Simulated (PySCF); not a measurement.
Computed properties of KI, SMILES [K][I]

KI, SMILES [K][I]. The structure is a stationary point at PBE0-D3(BJ)/def2-TZVPD. The def2 effective core potentials stand for the cores of I; spin–orbit coupling is left out. One conformer was computed; it need not be the lowest. All values are computed for the isolated molecule unless a solvent is named; none is compared with measurement here.

**Structure.** The optimised structure has C∞v symmetry. All 1 harmonic modes at PBE0-D3(BJ)/def2-TZVPD (PySCF) are real, so it is a minimum.

**Vibrations.** The strongest infrared lines (harmonic, unscaled, degenerate partners summed) lie at 182 cm⁻¹ (29 km/mol, K 76 %, I 24 %). The softest mode is at 182 cm⁻¹ and the zero-point energy is 0.3 kcal/mol.

**Electronic structure.** CAM-B3LYP/def2-TZVPD (PySCF) places the frontier levels at -6.69 and -1.14 eV, a gap of 5.55 eV, and gives a dipole moment of 11.20 D and a mean polarisability of 64.6 bohr³. PBE/def2-TZVPD (PySCF) at the same geometry gives -4.49 and -2.04 eV, so its gap is 3.10 eV narrower. An orbital gap is neither the optical nor the fundamental gap.

**Excitations.** TDDFT-B3LYP/def2-TZVPD (PySCF) has S1 at 2.80 eV (442 nm, f = 0.017, weak); the most intense of the 10 singlets computed lies at 3.24 eV (f = 0.12). Strengths of degenerate partners are summed. T1 (TDA) is at 2.76 eV.
